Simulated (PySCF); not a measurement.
NICS in isomers of C7H10N2.

Definitions: NICS(0) = −σiso at the ring centroid; NICS(1) = −σiso and NICS(1)zz = −σzz at ±1 Å along the ring normal z. Level: GIAO PBE0/pcSseg-1 (PySCF, non-relativistic, gas phase) on the PBE0-D3(BJ)/def2-SVP geometries, one conformer each. Atom numbers follow the mapped SMILES.

Task: Order these rings by mean NICS(1)zz, lowest (most negative) first (ppm).
A. ring C2–C3–C4–N5–N6 in `[CH3:1][c:2]1[cH:3][cH:4][n:5][n:6]1[CH:7]1[CH2:8][CH2:9]1`
B. ring C3–N4–N5–C6–C7–C8 in `[CH3:1][CH2:2][c:3]1[n:4][n:5][cH:6][cH:7][c:8]1[CH3:9]`
C. ring N4–C5–C6–C8–N9 in `[CH:1]#[C:2][CH2:3][N:4]1[CH2:5][C@H:6]([CH3:7])[CH:8]=[N:9]1`
D. ring C4–C5–C6–C7–C8–N9 in `[CH3:1][CH2:2][NH:3][c:4]1[cH:5][cH:6][cH:7][cH:8][n:9]1`

Result: A (-28.8), B (-27.5), D (-21.7), C (-3.0).

```tsv
SMILES	ring	NICS(0)	NICS(1)	NICS(1)zz	HOMA	rms pucker (Å)	ring atoms with four or more neighbours
Cc1ccnn1C1CC1	5-membered ring with 2 N; formal bonds all aromatic	-12.7	-11.6	-28.8	0.95	0.00	0
CCc1nnccc1C	6-membered ring with 2 N; formal bonds all aromatic	-5.7	-11.4	-27.5	0.96	0.00	0
CCNc1ccccn1	6-membered ring with N; formal bonds all aromatic	-6.0	-9.1	-21.7	0.96	0.00	0
C#CCN1C[C@H](C)C=N1	5-membered ring with 2 N; formal bonds 1 double, 4 single	-3.5	-3.9	-3.0	–	0.11	2
```

NICS(0) gives another order. The isotropic NICS(1) gives the same order. HOMA uses Krygowski's 1993 parameters; it is left out where a ring has a four-coordinate atom, a triple bond, no multiple bond or a kind of bond without parameters. NICS(1) and NICS(1)zz are means over the two faces.
